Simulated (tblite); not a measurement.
C4H6FNSi.
Structure used (GFN2-xTB), in Å, numbered top down from 1:
```xyz
13
C4H6FNSi angstrom
N     -1.210   -1.564    2.228
C     -1.290   -1.121    1.179
C     -1.389   -0.540   -0.140
C     -0.806    0.845   -0.131
F     -1.764    1.802   -0.020
C      0.470    1.177   -0.201
Si     1.882   -0.061   -0.336
H     -2.445   -0.494   -0.424
H     -0.847   -1.176   -0.844
H      0.701    2.232   -0.168
H      1.693   -0.839   -1.567
H      1.874   -0.959    0.817
H      3.126    0.700   -0.411
```

Computed with GFN2-xTB (tblite): harmonic, unscaled wavenumbers at the GFN2-xTB geometry, gas phase. The method is semi-empirical: single wavenumbers can be off by several per cent or more. Modes of hydrogen on silicon can be 10 to 20 % off. One conformer, not necessarily the lowest.

Harmonic wavenumbers (cm⁻¹): 34.2, 74.0, 126.7, 175.5, 176.4, 368.9, 381.9, 399.1, 435.3, 543.6, 551.3, 598.3, 769.5, 776.2, 789.5, 795.4, 828.5, 880.3, 932.6, 995.9, 1068.3, 1141.1, 1236.8, 1278.1, 1393.0, 1695.5, 2219.6, 2285.9, 2298.3, 2414.3, 2970.9, 2973.4, 3074.9.

A = 2416, B = 1684, C = 1107 MHz; mass 115.025 u (most abundant isotopes); point group C1, symmetry number 1.

Problem. What is the zero-point energy?

Solution. ½Σν̃ = 18342 cm⁻¹ = 219.41 kJ/mol.

Problem. Entropy at 298.15 K, 1 bar (ideal gas, RRHO, classical rotation)?

Solution. Translation 168.04, rotation 119.91, vibration 102.44: S = 390.4 J/(mol K).

Problem. And Cp and H(298.15 K) − H(0)?

Solution. Cp = 136.20 J/(mol K), of which vibrations give 102.94 (their classical limit is 33 R = 274.4); H(298.15 K) − H(0) = 25.59 kJ/mol without the zero-point energy, 15.68 from vibrations.

Problem. How do the functions run with temperature in this model?

Solution. 
```
T (K)  S (J/(mol K))  Cp (J/(mol K))  H − H(0) (kJ/mol)  G − H(0) (kJ/mol)  ln q(vib)
  150          315.7            86.2               9.05             -38.29       2.82
  250          367.8           120.7              19.40             -72.54       4.97
  400          434.5           164.3              40.95            -132.84       8.14
  600          509.1           203.3              78.00            -227.44      12.16
  900          598.9           239.3             144.86            -394.19      17.63
```

q(vib) and H(0) count from the zero-point level.

Problem. What must be added to the electronic energy to get the Gibbs energy at 298.15 K and 1 bar?

Solution. ZPE + [H(298.15 K) − H(0)] − T·S = 219.41 + 25.59 − 116.39 = 128.61 kJ/mol.

Problem. Which modes carry the vibrational entropy at 298.15 K?

Solution. 34.2 cm⁻¹: 23.30; 74.0 cm⁻¹: 16.92; 126.7 cm⁻¹: 12.53; 175.5 cm⁻¹: 9.94; 176.4 cm⁻¹: 9.90; 368.9 cm⁻¹: 4.54 J/(mol K); the other 27 give 25.30 together.

Hindered rotation and anharmonicity are outside this model. Other conformers, if any are populated, would add a mixing term that is left out. The structure is chiral; the term R ln 2 for an equal mix with its mirror image is left out.

Hardware: one thread of an Arm Neoverse N1, shared host with 64 logical CPUs at a one-minute load of 57. Cost: 0.57 s. This covers the Hessian and the dipole derivatives.
